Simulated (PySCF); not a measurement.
# Worked example: oscillator strength and radiative lifetime

Be(SeH)2 (BeH2Se2), SMILES [SeH][Be][SeH].

Coordinates come from a B3LYP-D3(BJ)/def2-TZVP optimisation. The values are those of a single conformer.

TDA-M06-2X/def2-SVPD run with PySCF puts the first singlet state with f over 0.02 at 5.82 eV (vertical), with the transition dipole (0.000, 0.000, -0.617) in atomic units.

Task: Find the oscillator strength, the wavelength and the radiative lifetime that this transition would have in vacuum if emission retraced absorption.

Result: 
|μ|² = 0.3807 au, so |μ| = 1.57 D. ΔE = 5.82/27.211 = 0.2139 hartree. f = (2/3) ΔE |μ|² = 0.054 (the program prints 0.054).
λ = 1239.84/5.82 = 213 nm; ν = 46941 cm⁻¹.
Einstein's coefficient A = 0.6670 ν² f s⁻¹ (ν in cm⁻¹) = 8.0e7 s⁻¹, so τ = 1/A = 13 ns. This state is S3; the lower singlets have f = 0.001, 0.001. The figure is the radiative limit of this one transition; relaxation, internal conversion, crossing to triplets and a medium change what is measured.
